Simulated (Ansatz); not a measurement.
Two isomers of C3H5BO: A = `OC1BC=C1`, B = `C#CBCO`.

Program: Ansatz. Geometries: PBE0-D4/def2-TZVP. ΔE: electronic, gas phase. CCSD(T)/CBS adds triple-zeta CCSD(T) − MP2 to the extrapolated MP2 energy (def2 sets, frozen cores). Functionals use def2-TZVPP. B3LYP here is the variant with VWN-RPA as its local correlation; programs differ in this. Each species was taken in one conformer, which may not be the lowest.

A:

```xyz
10

O    -1.6354    0.6671    0.7020
C    -0.7587   -0.1814    0.0151
B     0.2514    0.4632   -1.0402
C     1.4025   -0.3538   -0.5452
C     0.6270   -0.3502    0.5720
H    -2.2484    0.1380    1.2167
H    -1.2081   -1.1282   -0.2836
H     0.1963    1.5107   -1.6060
H     2.4650   -0.5060   -0.6530
H     0.9083   -0.2592    1.6223
```

B:

```xyz
10

C    -0.1462   -1.1222   -2.0888
C    -0.0651   -0.9835   -0.8905
B     0.0358   -0.7087    0.5922
C     0.0784    0.7543    1.1104
O     0.0208    1.8076    0.1773
H    -0.2177   -1.2743   -3.1417
H     0.0835   -1.6105    1.3747
H    -0.7409    0.8607    1.8432
H     0.9899    0.8514    1.7264
H    -0.0384    1.4251   -0.7033
```

Which is lower in electronic energy at CCSD(T)/CBS, and by how much? (Best estimate.)

Ansatz gave: A, by 4.7 kcal/mol.

Give E(B) − E(A) in kcal/mol with r2SCAN-D4, HF/def2-TZVPP, CCSD(T)/def2-TZVPP, B3LYP-D4, PBE-D4, CCSD(T)/def2-SVP, CCSD/def2-TZVPP. (Estimate.)

Computed: r2SCAN-D4 7.3, HF/def2-TZVPP -0.2, CCSD(T)/def2-TZVPP 4.6, B3LYP-D4 2.7, PBE-D4 9.0, CCSD(T)/def2-SVP 8.2, CCSD/def2-TZVPP 4.0. The order is the other way round with HF/def2-TZVPP.

Does the order hold for the free energy at 298.15 K (harmonic terms from PBE0-D4)? (Estimate.)

Computed: Yes: G(B) − G(A) = +1.5 kcal/mol, for one conformer each.

Largest T1 diagnostic: 0.013.

At CCSD(T), def2-SVP lies +3.5 kcal/mol from the extrapolated value and def2-TZVPP −0.1 kcal/mol. In def2-TZVPP, CCSD(T) changes the Hartree–Fock value by +4.8 kcal/mol (the triples alone add +0.6 kcal/mol) and MP2 by +5.7 kcal/mol.
